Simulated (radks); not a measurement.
Species: the molybdenum ion Mo2+. Configuration: [Kr] 4d4. Calculated with a radial shooting solver on a logarithmic mesh with Libxc functionals: scalar-relativistic Kohn-Sham, PBE, spin-polarised, spherical densities, point nucleus; open shells are filled with parallel spins first (spin-orbit coupling, left out, can overturn this in heavy ions). Some entries of the table are withheld. Estimate them.

| orbital | occ. | eigenvalue (hartree) | <r> (bohr) | <1/r> (bohr^-1) |
|---|---|---|---|---|
| 1s down | 1 | -729.1422 | 0.03517 | 43.55 |
| 1s up | 1 | -729.1416 | 0.03517 | 43.55 |
| 2s up | 1 | -103.5653 | 0.1537 | 9.804 |
| 2s down | 1 | -103.5485 | 0.1537 | 9.805 |
| 2p up | 3 | -92.65351 | 0.1340 | 9.532 |
| 2p down | 3 | -92.64109 | 0.1339 | 9.533 |
| 3s up | 1 | -18.18838 | 0.4289 | 3.366 |
| 3s down | 1 | -18.17977 | 0.4289 | 3.365 |
| 3p up | 3 | -14.61362 | 0.4306 | 3.201 |
| 3p down | 3 | -14.60388 | 0.4306 | 3.201 |
| 3d up | 5 | -8.80039 | 0.4153 | (1) |
| 3d down | 5 | -8.78497 | 0.4152 | (2) |
| 4s up | 1 | -3.07364 | 1.107 | 1.228 |
| 4s down | 1 | -2.98037 | 1.100 | 1.240 |
| 4p up | 3 | -2.12262 | 1.231 | 1.089 |
| 4p down | 3 | -2.01910 | 1.223 | 1.100 |
| 4d up | 4 | -0.80611 | 1.713 | 0.7715 |
| 4d down | 0 | -0.69443 | 1.736 | 0.7675 |

Answer. 
(1) 3d up <1/r> (bohr^-1): 2.968
(2) 3d down <1/r> (bohr^-1): 2.968
